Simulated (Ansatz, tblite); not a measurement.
Removing and adding an electron: (HBe-mu-Cl)2 (Be2H2Cl2). Total charge 0; singlet. Geometry: PBE0-D4/def2-TZVP. Ansatz, gas phase; energy differences of separate SCF runs; the oxidised species was run as a doublet alone; the reduced species was run as a doublet alone.

```tsv
atom	x (Å)	y (Å)	z (Å)
Be1	1.039	0.673	-0.347
H2	2.119	1.372	-0.708
Cl3	-0.890	0.958	-0.805
Be4	-1.039	-0.673	0.347
H5	-2.119	-1.372	0.708
Cl6	0.890	-0.958	0.805
```

The xTB rows come from tblite. Correlated methods freeze 10 core orbitals. In CCSD on the charge -1 doublet the largest single amplitude is 0.69, so its Hartree–Fock determinant may place the open shell otherwise than the density functionals do. HOMO above LUMO, or a gap near zero within one spin, warns that the state may not be the lowest or that an electron is smeared out.

```json
{"level": "GFN1-xTB", "−HOMO (eV)": "12.25", "vertical IE (eV)": "14.96", "−LUMO (eV)": "5.77", "vertical EA (eV)": "2.58", "HOMO–LUMO gap (eV)": "6.49", "IE − EA (eV)": "12.38", "remarks": "–"}
{"level": "GFN2-xTB", "−HOMO (eV)": "12.16", "vertical IE (eV)": "14.92", "−LUMO (eV)": "6.25", "vertical EA (eV)": "2.80", "HOMO–LUMO gap (eV)": "5.91", "IE − EA (eV)": "12.12", "remarks": "–"}
{"level": "PBE-D4/def2-TZVP", "−HOMO (eV)": "7.14", "vertical IE (eV)": "10.20", "−LUMO (eV)": "1.57", "vertical EA (eV)": "–", "HOMO–LUMO gap (eV)": "5.58", "IE − EA (eV)": "–", "remarks": "–"}
{"level": "PBE0-D4/def2-TZVP", "−HOMO (eV)": "8.48", "vertical IE (eV)": "10.67", "−LUMO (eV)": "0.72", "vertical EA (eV)": "–", "HOMO–LUMO gap (eV)": "7.77", "IE − EA (eV)": "–", "remarks": "–"}
{"level": "PBE0-D4/def2-TZVPD", "−HOMO (eV)": "8.50", "vertical IE (eV)": "–", "−LUMO (eV)": "0.79", "vertical EA (eV)": "-0.53", "HOMO–LUMO gap (eV)": "7.71", "IE − EA (eV)": "–", "remarks": "HOMO above zero (-1 doublet)"}
{"level": "CCSD/def2-TZVPP", "−HOMO (eV)": "–", "vertical IE (eV)": "11.40", "−LUMO (eV)": "–", "vertical EA (eV)": "–", "HOMO–LUMO gap (eV)": "–", "IE − EA (eV)": "–", "remarks": "large T1 (0.064) (+1 doublet)"}
```

Question: Estimate the rows for PBE-D4/def2-TZVPD, r2SCAN-D4/def2-TZVP, r2SCAN-D4/def2-TZVPD, CCSD/def2-TZVPD, CCSD(T)/def2-TZVPD, CCSD(T)/def2-TZVPP.

Answer: 
```csv
level,−HOMO (eV),vertical IE (eV),−LUMO (eV),vertical EA (eV),HOMO–LUMO gap (eV),IE − EA (eV),remarks
PBE-D4/def2-TZVPD,7.17,–,1.63,-0.38,5.54,–,"HOMO above zero (-1 doublet), gap within one spin near zero (-1 doublet)"
r2SCAN-D4/def2-TZVP,7.47,10.38,1.13,–,6.35,–,–
r2SCAN-D4/def2-TZVPD,7.49,–,1.16,-0.52,6.33,–,HOMO above zero (-1 doublet)
CCSD/def2-TZVPD,–,–,–,-0.87,–,–,"HOMO above zero (-1 doublet), large T1 (0.115) (-1 doublet)"
CCSD(T)/def2-TZVPD,–,–,–,-0.84,–,–,"HOMO above zero (-1 doublet), large T1 (0.115) (-1 doublet)"
CCSD(T)/def2-TZVPP,–,11.30,–,–,–,–,large T1 (0.064) (+1 doublet)
```

Run but left out: HF/def2-TZVPP, MP2/def2-TZVPP (charge +1 doublet: a determinant that CCSD turns far, T1 0.064); HF/def2-TZVPD, MP2/def2-TZVPD (charge -1 doublet: a determinant that CCSD turns far, T1 0.115).   A HOMO above zero means that the electron is unbound at that level or that self-interaction error raises the level; the energy of removing that electron tells which. Raw xTB energy differences between charge states are shifted by several eV; the methods need an empirical correction for them. A negative affinity means that the extra electron isn't bound; its size then hangs on the basis.
